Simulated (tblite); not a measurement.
Compound: C5H9NSi.
Atom-mapped SMILES: `[CH:1]#[C:2][C@@H:3]1[CH2:4][CH2:5][Si@@H:6]1[NH2:7]` (hydrogens: H8 on C1; H9 on C3; H10, H11 on C4; H12, H13 on C5; H14 on Si6; H15, H16 on N7)

Cartesian coordinates in Å at the GFN2-xTB level; atoms count from 1:
```xyz
16
C5H9NSi angstrom
C     -1.7081    2.2122    0.1421
C     -1.2519    1.1678   -0.2295
C     -0.6852   -0.0923   -0.6188
C     -1.0129   -1.2384    0.3706
C      0.3587   -1.4202    1.0511
Si     1.1947   -0.2789   -0.2419
N      1.9538    1.2150    0.1301
H     -2.1285    3.1259    0.4398
H     -0.9978   -0.3122   -1.6405
H     -1.8111   -0.9794    1.0658
H     -1.3086   -2.1369   -0.1695
H      0.6748   -2.4593    1.1149
H      0.3584   -1.0208    2.0649
H      2.0265   -0.9443   -1.2421
H      1.4172    1.9362    0.5853
H      2.9123    1.2346    0.4337
```

Level: GFN2-xTB in tblite, geometry and Hessian alike; calculated harmonic values, unscaled, isolated species. This tight-binding method is rough: wavenumbers can miss measured ones by several per cent, in bad cases by 10 to 20. Modes of hydrogen on silicon can be 10 to 20 % off. One conformer, not necessarily the lowest.

Harmonic wavenumbers (cm⁻¹): 46.6, 88.8, 169.8, 179.9, 213.5, 223.9, 372.4, 423.6, 460.0, 509.0, 532.9, 607.7, 640.3, 662.4, 693.2, 703.0, 765.8, 808.3, 840.3, 938.5, 967.6, 1024.1, 1057.6, 1091.0, 1124.9, 1187.3, 1217.6, 1263.4, 1281.1, 1472.2, 1492.0, 1501.0, 2272.0, 2277.4, 2955.0, 2980.1, 2997.1, 2999.6, 3010.3, 3392.9, 3472.0, 3517.1.

A = 2808, B = 2077, C = 1396 MHz; mass 111.050 u (most abundant isotopes); point group C1, symmetry number 1.

Question: What is the zero-point energy?

Answer: ½Σν̃ = 27217 cm⁻¹ = 77.82 kcal/mol.

Question: Entropy at 298.15 K, 1 bar (ideal gas, RRHO, classical rotation)?

Answer: Translation 40.06, rotation 28.07, vibration 24.38: S = 92.5 cal/(mol K).

Question: And Cp and H(298.15 K) − H(0)?

Answer: Cp = 35.47 cal/(mol K), of which vibrations give 27.52 (their classical limit is 42 R = 83.5); H(298.15 K) − H(0) = 6.34 kcal/mol without the zero-point energy, 3.97 from vibrations.

Question: What must be added to the electronic energy to get the Gibbs energy at 298.15 K and 1 bar?

Answer: ZPE + [H(298.15 K) − H(0)] − T·S = 77.82 + 6.34 − 27.58 = 56.58 kcal/mol.

Question: Which modes carry the vibrational entropy at 298.15 K?

Answer: 46.6 cm⁻¹: 4.96; 88.8 cm⁻¹: 3.69; 169.8 cm⁻¹: 2.44; 179.9 cm⁻¹: 2.33; 213.5 cm⁻¹: 2.01; 223.9 cm⁻¹: 1.93 cal/(mol K); the other 36 give 7.03 together.

Question: How do the functions run with temperature in this model?

Answer: 
```
 T (K)  S (cal/(mol K))  Cp (cal/(mol K))  H − H(0) (kcal/mol)  G − H(0) (kcal/mol)  ln q(vib)
    50             56.3              11.8                 0.48                -2.34       0.40
   100             66.0              16.6                 1.19                -5.41       1.31
373.15            101.2              41.9                 9.24               -28.51       7.27
   500            114.7              50.5                15.13               -42.22      10.14
   750            137.5              62.0                29.31               -73.84      15.57
  1000            156.5              69.5                45.80              -110.66      20.56
```

q(vib) and H(0) count from the zero-point level.

Question: Blend soft modes into free rotors: weight 1/[1 + (100 cm⁻¹/ν̃)⁴] for the oscillator and the rest for a rotor with moment μB/(μ + B), μ = h/(8π²ν), B = 10⁻⁴⁴ kg m². What vibrational entropy results?

Answer: 22.66 cal/(mol K) in place of 24.38, which changes −T·S at 298.15 K by +0.51 kcal/mol.

Hindered rotation and anharmonicity are outside this model. Other conformers, if any are populated, would add a mixing term that is left out. The structure is chiral; the term R ln 2 for an equal mix with its mirror image is left out.
